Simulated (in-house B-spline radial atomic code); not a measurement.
## Ionising Nd II (Nd+) with different functionals

Computed with an all-electron radial atomic-structure program (B-spline basis): four-component Dirac-Coulomb Hamiltonian, Fermi nucleus of rms radius 4.9123 fm, spin-restricted, spherical fractional occupations for the functionals, and exact exchange of hybrids averaged over the configuration. The ionisation energy is the difference of two self-consistent energies, [Xe] 4f4 6s1 → [Xe] 4f4, without Breit or QED terms; ε is the level of the shell that loses the electron (mean over j).

```json
{"method": "PBE0", "rung": "global hybrid", "ΔSCF (eV)": "10.65", "-ε(6s) (eV)": "8.79"}
{"method": "B97-1", "rung": "global hybrid", "ΔSCF (eV)": "10.67", "-ε(6s) (eV)": "8.69"}
{"method": "LC-wPBE", "rung": "range-separated hybrid", "ΔSCF (eV)": "10.46", "-ε(6s) (eV)": "10.48"}
{"method": "wB97X", "rung": "range-separated hybrid", "ΔSCF (eV)": "10.58", "-ε(6s) (eV)": "10.75"}
```

(1) Among the functionals, which spreads more, the ΔSCF values or the orbital energies?

(2) How do they compare with the NIST value?

Answers

(1) The orbital energies: ΔSCF values span about 0.22 eV and the orbital energies 2.05 eV; here energy differences depend much less on the functional than eigenvalues do.

(2) NIST lists 10.78 eV ± 0.02 (semi-empirical, ground level to ground level). Errors run from -0.33 to -0.11 eV; B97-1 is closest (-0.11 eV), but part of that can be cancellation, since the calculations leave out Breit-QED terms, spin polarisation, the choice among j levels, multiplet and fine-structure energies.
